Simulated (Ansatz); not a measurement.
Basis sets compared for Mg₃O₃⁺. The state is a doublet with charge 1. Geometry r2SCAN-D4/def2-SVP. Ansatz on 4 threads of AMD EPYC 7B13 on a shared host; times are rough, and most runs start from earlier orbitals.

```xyz
6

Mg   -1.3178    0.0650    1.1014
Mg    0.6974   -1.5660    0.1150
Mg    0.8343    1.2002   -0.2732
O     0.6181    0.0046    1.2550
O     0.1447   -0.3031   -1.3725
O    -0.9768    0.5993   -0.8257
```

The structure holds 1 bond(s) between oxygen atoms. Another isomer (doublet) lies 0.78 eV lower at PBE0-D4/def2-TZVP; other spin states weren't run for this one.

| level | functions | energy (Eh) | HOMO (eV) | LUMO (eV) | wall time |
| --- | --- | --- | --- | --- | --- |
| PBE-D4/def2-SVP | 96 | -824.7503 | -8.74 | -8.02 | 1.7 s |
| PBE0-D4/def2-SVP | 96 | -824.7785 | -9.18 | -7.20 | 2.5 s |

**Question.** Estimate the rows for PBE-D4/def2-TZVP (with forces), PBE0-D4/def2-TZVP.

**Answer.** 
```csv
level,functions,energy (Eh),HOMO (eV),LUMO (eV),wall time
PBE-D4/def2-TZVP (with forces),189,-825.2385,-8.68,-7.95,3.2 s
PBE0-D4/def2-TZVP,189,-825.2665,-9.12,-7.12,6.5 s
```
